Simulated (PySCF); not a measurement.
C3H9Ge, SMILES [CH3][Ge]([CH3])[CH3] (connectivity only; charge and spin as stated), charge +1, multiplicity 1.

Geometry optimised at PBE-D3(BJ)/def2-SVP. The spin state was assumed, not searched. The isomer is the one that the SMILES or the coordinates give; other isomers of the formula were not compared.

Two levels are set side by side: PBE/def2-TZVP (PySCF) and M06-2X/def2-TZVP (PySCF). Same geometry, gas phase. Differences are taken from unrounded values.

```
quantity                     M06-2X     PBE  PBE minus M06-2X
---------------------------  ------  ------  ----------------
orbital gap (eV)               8.60    4.57             -4.03
highest occupied level (eV)  -15.35  -12.98              2.37
lowest empty level (eV)       -6.75   -8.41             -1.66
mean polarisability (bohr³)    60.0    62.5               2.5
```

PBE's occupied levels lie high since its potential decays too fast outside the molecule; exact exchange lowers them and widens the gap. PBE's more diffuse valence density responds more strongly to a field. Differences between two approximate levels are no errors against the true value.

Rough cost on one machine, each run with all the roots and properties that it gave: M06-2X against PBE about 3 times.
